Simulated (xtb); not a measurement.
xtb input (GFN2-xTB):

```bash
xtb mol.xyz --gfn 2 --sp --chrg 1 --uhf 0
```
mol.xyz:
```
12

C     -1.81227139     0.12475346     0.22858530
C     -0.49148076    -0.49211109    -0.20218241
N      0.63278353     0.33494026     0.20044829
C      1.90194013     0.03520105    -0.25744839
H     -1.93891041     1.11664588    -0.20755677
H     -2.64837203    -0.50210995    -0.08438184
H     -1.86288053     0.22262264     1.31627851
H     -0.40055581    -1.51117880     0.20102361
H     -0.45669066    -0.58213316    -1.29115600
H      0.59012487     0.63251673     1.16473270
H      1.97869697    -0.33586589    -1.26997098
H      2.71997510     0.60786016     0.15416590
```

Output:

```
           -------------------------------------------------
          |                Calculation Setup                |
           -------------------------------------------------

           -------------------------------------------------
          |                 G F N 2 - x T B                 |
           -------------------------------------------------

        Reference                      10.1021/acs.jctc.8b01176
      * Hamiltonian:
        H0-scaling (s, p, d)           1.850000    2.230000    2.230000
        zeta-weighting                 0.500000
      * Dispersion:
        s8                             2.700000
        a1                             0.520000
        a2                             5.000000
        s9                             5.000000
      * Repulsion:
        kExp                           1.500000    1.000000
        rExp                           1.000000
      * Coulomb:
        alpha                          2.000000
        third order                    shell-resolved
        anisotropic                    true
        a3                             3.000000
        a5                             4.000000
        cn-shift                       1.200000
        cn-exp                         4.000000
        max-rad                        5.000000

          ...................................................
          :                      SETUP                      :
          :.................................................:
          :  # basis functions                  24          :
          :  # atomic orbitals                  24          :
          :  # shells                           16          :
          :  # electrons                        24          :
          :  max. iterations                   250          :
          :  Hamiltonian                  GFN2-xTB          :
          :  restarted?                      false          :
          :  GBSA solvation                  false          :
          :  PC potential                    false          :
          :  electronic temp.          300.0000000     K    :
          :  accuracy                    1.0000000          :
          :  -> integral cutoff          0.2500000E+02      :
          :  -> integral neglect         0.1000000E-07      :
          :  -> SCF convergence          0.1000000E-05 Eh   :
          :  -> wf. convergence          0.1000000E-03 e    :
          :  Broyden damping             0.4000000          :
          :  net charge                          1          :
          :  unpaired electrons                  0          :
          ...................................................

 iter      E             dE          RMSdq      gap      omega  full diag
   1    -13.0225735 -0.130226E+02  0.418E+00    3.92       0.0  T
   2    -13.0727046 -0.501311E-01  0.356E+00    3.05       1.0  T
   3    -13.1126111 -0.399066E-01  0.174E+00    2.11       1.0  T
   4    -13.1097906  0.282055E-02  0.107E+00    1.97       1.0  T
   5    -13.1152623 -0.547168E-02  0.147E-01    1.65       1.0  T
   6    -13.1153725 -0.110204E-03  0.104E-01    1.77       1.0  T
   7    -13.1154285 -0.560482E-04  0.303E-02    1.73       1.0  T
   8    -13.1154356 -0.705437E-05  0.637E-03    1.75       4.5  T
   9    -13.1154358 -0.256768E-06  0.240E-03    1.75      12.0  T
  10    -13.1154359 -0.582765E-07  0.231E-04    1.75     124.9  T
  11    -13.1154359  0.486704E-10  0.103E-04    1.75     280.7  T

   *** convergence criteria satisfied after 11 iterations ***

         #    Occupation            Energy/Eh            Energy/eV
      -------------------------------------------------------------
         1        2.0000           -0.9024740             -24.5576
       ...           ...                  ...                  ...
         6        2.0000           -0.7578474             -20.6221
         7        2.0000           -0.7333163             -19.9546
         8        2.0000           -0.7043475             -19.1663
         9        2.0000           -0.6818385             -18.5538
        10        2.0000           -0.6573907             -17.8885
        11        2.0000           -0.6311397             -17.1742
        12        2.0000           -0.6191624             -16.8483 (HOMO)
        13                         -0.5548609             -15.0985 (LUMO)
        14                         -0.2150772              -5.8525
        15                         -0.1171992              -3.1892
        16                         -0.0973494              -2.6490
        17                         -0.0516604              -1.4058
       ...                                ...                  ...
        24                          0.1066923               2.9032
      -------------------------------------------------------------
                  HL-Gap            0.0643016 Eh            1.7497 eV
             Fermi-level           -0.5870116 Eh          -15.9734 eV

 SCC (total)                   0 d,  0 h,  0 min,  0.005 sec
 SCC setup                      ...        0 min,  0.000 sec (  2.190%)
 Dispersion                     ...        0 min,  0.000 sec (  1.081%)
 classical contributions        ...        0 min,  0.000 sec (  0.643%)
 integral evaluation            ...        0 min,  0.001 sec ( 12.770%)
 iterations                     ...        0 min,  0.003 sec ( 51.779%)
 molecular gradient             ...        0 min,  0.002 sec ( 28.582%)
 printout                       ...        0 min,  0.000 sec (  2.736%)

         :::::::::::::::::::::::::::::::::::::::::::::::::::::
         ::                     SUMMARY                     ::
         :::::::::::::::::::::::::::::::::::::::::::::::::::::
         :: total energy             -12.934297240366 Eh    ::
         :: gradient norm              0.158174118877 Eh/a0 ::
         :: HOMO-LUMO gap              1.749734580593 eV    ::
         ::.................................................::
         :: SCC energy               -13.115434245337 Eh    ::
         :: -> isotropic ES            0.105674100759 Eh    ::
         :: -> anisotropic ES         -0.015042015147 Eh    ::
         :: -> anisotropic XC          0.015495694372 Eh    ::
         :: -> dispersion             -0.004043990257 Eh    ::
         :: repulsion energy           0.181137004971 Eh    ::
         :: add. restraining           0.000000000000 Eh    ::
         :: total charge               1.000000000000 e     ::
         :::::::::::::::::::::::::::::::::::::::::::::::::::::

           -------------------------------------------------
          |                Property Printout                |
           -------------------------------------------------

    * Orbital Energies and Occupations

         #    Occupation            Energy/Eh            Energy/eV
      -------------------------------------------------------------
         1        2.0000           -0.9024740             -24.5576
         2        2.0000           -0.8589356             -23.3728
         3        2.0000           -0.8217631             -22.3613
         4        2.0000           -0.7886389             -21.4600
         5        2.0000           -0.7650274             -20.8175
         6        2.0000           -0.7578474             -20.6221
         7        2.0000           -0.7333163             -19.9546
         8        2.0000           -0.7043475             -19.1663
         9        2.0000           -0.6818385             -18.5538
        10        2.0000           -0.6573907             -17.8885
        11        2.0000           -0.6311397             -17.1742
        12        2.0000           -0.6191624             -16.8483 (HOMO)
        13                         -0.5548609             -15.0985 (LUMO)
        14                         -0.2150772              -5.8525
        15                         -0.1171992              -3.1892
        16                         -0.0973494              -2.6490
        17                         -0.0516604              -1.4058
        18                         -0.0446024              -1.2137
        19                         -0.0298719              -0.8129
        20                          0.0166318               0.4526
        21                          0.0375941               1.0230
        22                          0.0746212               2.0305
        23                          0.0878027               2.3892
        24                          0.1066923               2.9032
      -------------------------------------------------------------
                  HL-Gap            0.0643016 Eh            1.7497 eV
             Fermi-level           -0.5870116 Eh          -15.9734 eV

     #   Z          covCN         q      C6AA      α(0)
     1   6 C        3.751    -0.136    23.185     6.867
     2   6 C        3.738    -0.029    21.172     6.566
     3   7 N        2.680     0.033    20.673     6.753
     4   6 C        2.769     0.023    27.484     8.586
     5   1 H        0.924     0.086     1.915     2.164
     6   1 H        0.924     0.099     1.790     2.092
     7   1 H        0.924     0.076     2.022     2.224
     8   1 H        0.923     0.136     1.493     1.911
     9   1 H        0.924     0.118     1.627     1.995
    10   1 H        0.860     0.255     0.863     1.455
    11   1 H        0.926     0.171     1.259     1.755
    12   1 H        0.926     0.168     1.277     1.767

 Mol. C6AA /au·bohr⁶  :        839.958938
 Mol. C8AA /au·bohr⁸  :      17992.039631
 Mol. α(0) /au        :         44.134122

Wiberg/Mayer (AO) data.
largest (>0.10) Wiberg bond orders for each atom

 ---------------------------------------------------------------------------
     #   Z sym  total        # sym  WBO       # sym  WBO       # sym  WBO
 ---------------------------------------------------------------------------
     1   6 C    3.972 --     2 C    1.015     7 H    0.980     5 H    0.977
                             6 H    0.972
     2   6 C    3.924 --     1 C    1.015     3 N    0.993     9 H    0.946
                             8 H    0.899
     3   7 N    3.709 --     4 C    1.774     2 C    0.993    10 H    0.903
     4   6 C    3.843 --     3 N    1.774    12 H    0.953    11 H    0.951
     5   1 H    0.993 --     1 C    0.977
     6   1 H    0.990 --     1 C    0.972
     7   1 H    0.994 --     1 C    0.980
     8   1 H    0.982 --     2 C    0.899
     9   1 H    0.986 --     2 C    0.946
    10   1 H    0.935 --     3 N    0.903
    11   1 H    0.971 --     4 C    0.951
    12   1 H    0.971 --     4 C    0.953
 ---------------------------------------------------------------------------

Topologies differ in total number of bonds
Writing topology from bond orders to xtbtopo.mol

molecular dipole:
                 x           y           z       tot (Debye)
 q only:        1.114       0.009       0.056
   full:        1.300      -0.028       0.165       3.332
molecular quadrupole (traceless):
                xx          xy          yy          xz          yz          zz
 q only:        7.712       1.708      -4.645      -1.109       1.747      -3.067
  q+dip:        6.522       2.027      -4.872      -0.787       2.211      -1.651
   full:        6.655       1.845      -4.449      -0.735       1.680      -2.206

           -------------------------------------------------
          | TOTAL ENERGY              -12.934297240366 Eh   |
          | GRADIENT NORM               0.158174118877 Eh/α |
          | HOMO-LUMO GAP               1.749734580593 eV   |
           -------------------------------------------------

------------------------------------------------------------------------
------------------------------------------------------------------------
 total:
Note: The following floating-point exceptions are signalling: IEEE_UNDERFLOW_FLAG IEEE_DENORMAL
normal termination of xtb
 SCF:
```

This state (charge 1, singlet) is run at the relaxed geometry of the species with charge 0 and multiplicity 2.
